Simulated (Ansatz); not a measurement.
Level of theory: frozen-core CCSD(T)/cc-pVTZ // PBE0-D4/def2-TZVP (Ansatz, an electronic-structure program).

Ansatz 0.2 input:
```yaml
crystal:
  periodic: [false, false, false]
  atoms:
    - { symbol: F, position_ang: [-1.126191, -1.305287, 0.012543] }
    - { symbol: Ga, position_ang: [0.000103, -0.000109, -0.000614] }
    - { symbol: F, position_ang: [1.693675, -0.322355, 0.002382] }
    - { symbol: F, position_ang: [-0.567588, 1.627751, -0.014311] }
basis:
  gaussian: { orbitals: cc-pVTZ }
correlation:
  method: ccsd_t
```

Output:

```
Functional definition: HF
862 factors; integrals over basis functions are off by at most 1.0e-3 eV
mean field evaluation 1: about -60456.0036 eV, gradient 4.8e1 eV
mean field evaluation 2: about -60456.0723 eV, gradient 4.8e1 eV
mean field evaluation 4: about -60459.4941 eV, gradient 1.5e0 eV
mean field evaluation 8: about -60459.5127 eV, gradient 1.2e-1 eV
mean field evaluation 16: about -60457.9434 eV, gradient 3.5e1 eV
mean field -60459.51270165 eV, -2221.8461108559 hartree, gradient 1.9e-6 eV, S^2 0.000000; 0 other end points of the search recorded, 0 dependent functions left out
12 core orbitals not correlated
reference -60459.51270165 eV, -2221.8461108559 hartree; 17, 17 occupied and 104, 104 virtual orbitals, 862 factors
second order -24.81237416 eV of doubles, -0.00000000 eV of singles
cycle   1  -23.90050922 eV  change    9.1e-1 eV  update   1.2e-1
cycle   2  -24.47598135 eV  change   -5.8e-1 eV  update   3.6e-2
cycle   3  -24.60052859 eV  change   -1.2e-1 eV  update   1.8e-2
cycle   4  -24.58170569 eV  change    1.9e-2 eV  update   4.5e-3
cycle   5  -24.57599843 eV  change    5.7e-3 eV  update   1.5e-3
cycle   6  -24.57725878 eV  change   -1.3e-3 eV  update   4.9e-4
cycle   7  -24.57717942 eV  change    7.9e-5 eV  update   1.3e-4
cycle   8  -24.57702346 eV  change    1.6e-4 eV  update   3.9e-5
cycle   9  -24.57703817 eV  change   -1.5e-5 eV  update   1.1e-5
perturbative correction -0.81262543 eV, -0.0298634336 hartree
Total energy: -60484.90236524 eV, -2222.7791637833 hartree
```

Cost: around 30 core-seconds (rough).
